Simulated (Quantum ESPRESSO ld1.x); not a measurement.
Problem. The thulium ion Tm4+, 65 electrons, occupied as [Xe] 4f11. Calculated with ld1.x of Quantum ESPRESSO 7.5: Dirac Kohn-Sham, B86b exchange with PBE correlation, spin-unpolarised, spherical densities, point nucleus; open shells fill j = l - 1/2 first. Some entries of the table are withheld. Estimate them.

orbital,occ.,eigenvalue (eV),<r> (bohr)
1s1/2,2,-59279.0,0.02001
2s1/2,2,-10041.4,0.08429
2p1/2,2,-9572.32,0.07008
2p3/2,4,-8592.01,0.07747
3s1/2,2,-2301.11,0.2205
3p1/2,2,-2094.95,(1)
3p3/2,4,-1887.98,(2)
3d3/2,4,-1536.69,0.1973
3d5/2,6,-1491.48,0.2016
4s1/2,2,-498.343,0.4968
4p1/2,2,-415.386,0.5049
4p3/2,4,-368.391,0.5363
4d3/2,4,(3),0.5615
4d5/2,6,(4),0.5725
5s1/2,2,-101.247,1.183
5p1/2,2,(5),1.302
5p3/2,4,(6),1.389
4f5/2,6,-57.2957,0.7071
4f7/2,5,-55.9478,0.7172

Solution. 
(1) 3p1/2 <r> (bohr): 0.2103
(2) 3p3/2 <r> (bohr): 0.2241
(3) 4d3/2 eigenvalue (eV): -231.897
(4) 4d5/2 eigenvalue (eV): -223.292
(5) 5p1/2 eigenvalue (eV): -77.3610
(6) 5p3/2 eigenvalue (eV): -70.5324
